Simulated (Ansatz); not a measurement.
FH5OPSi+: structure from calculated spectroscopic constants

These gas-phase data were calculated for one isomer of FH5OPSi+ at PBE0-D3(BJ)/pcseg-1 (harmonic, unscaled wavenumbers; equilibrium rotational constants with average atomic masses):

```
rotational constants            : 5.821, 2.884, 2.209 GHz
all wavenumbers above 1500 cm⁻¹ : 3753, 3660, 2473, 2455, 2358, 1617
```

Candidates:

(1) `F[SiH2]O[PH3+]`, a singlet
(2) `[OH2+][Si@H](F)P`, a singlet
(3) `O[Si@@H](F)[PH3+]`, a singlet

Task: Which candidate do the data belong to?

Result: Candidate (2). The band at 3753 cm⁻¹ lies where the O–H stretch is expected; (1) has no mode between 3300 and 4000 cm⁻¹. 2 modes lie between 3300 and 4000 cm⁻¹, one for each O–H bond, while (3) has 1.

The same quantities for all candidates:

```tsv
	rotational constants (GHz)	wavenumbers above 1500 cm⁻¹	E above the lowest, PBE0-D3(BJ)/pcseg-1 (kcal/mol)
(1)	9.937, 2.506, 2.099	2600, 2578, 2550, 2403, 2366	10.8
(2)	5.821, 2.884, 2.209	3753, 3660, 2473, 2455, 2358, 1617	18.1
(3)	5.913, 3.05, 2.286	3845, 2573, 2570, 2536, 2373	0.0
```

Harmonic stretches to hydrogen usually lie a few per cent above observed fundamentals. Each candidate is one conformer. Programs: Ansatz 0.2.0.
